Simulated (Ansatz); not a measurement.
`O=C=[N][SnH2][Cl]` → C• + Cl• + 2 H• + N• + O• + Sn•  (atomization)

Isolated molecules relaxed with PBE0-D4/def2-TZVP in Ansatz; ΔE leaves out vibrations. CCSD(T)/CBS adds triple-zeta CCSD(T) − MP2 to the extrapolated MP2 energy (def2 sets, frozen cores). This one scheme is used for every species, atoms too. DFT in def2-TZVPP. HSE06 is defined as in plane-wave codes. Open shells (•) are unrestricted, without spin–orbit coupling. Spin–orbit coupling would lower the free atoms: a little for C, Cl, O; strongly for Sn. def2 core potentials past Kr. For Sn outer-core shells are correlated without core-valence functions, so the limit isn't a true one: a few kJ/mol of doubt a bond, and 10 to 20 or more in all where bonds break to atoms. One conformer a species, not always the lowest.

```tsv
level	ΔE (kJ/mol)
HSE06-D4	2558.0
CCSD/def2-TZVPP	2383.7
```

(1) What does CCSD(T)/CBS give? (Best estimate.)

Largest T1 diagnostic among the species: 0.015.

Answers

(1) The calculation gave: +2552.4 kJ/mol. The listed levels differ from it by 5.6, -168.7 kJ/mol.

In def2-TZVPP, CCSD(T) changes the Hartree–Fock value by +823.4 kJ/mol (the triples alone add +73.5 kJ/mol) and MP2 by +914.0 kJ/mol; breaking electron pairs costs correlation energy, which Hartree–Fock lacks. From BLYP to BHLYP (50 % exact exchange), in def2-TZVPP and without D4, ΔE moves by −161.3 kJ/mol: exact exchange takes away binding that semilocal exchange gives to molecules.

For atomizations the MP2-based limit and the directly extrapolated one differ by several kJ/mol either way, and by 10 to 25 for some Ge, Se and Sn compounds, so smaller differences from it don't rank the levels.
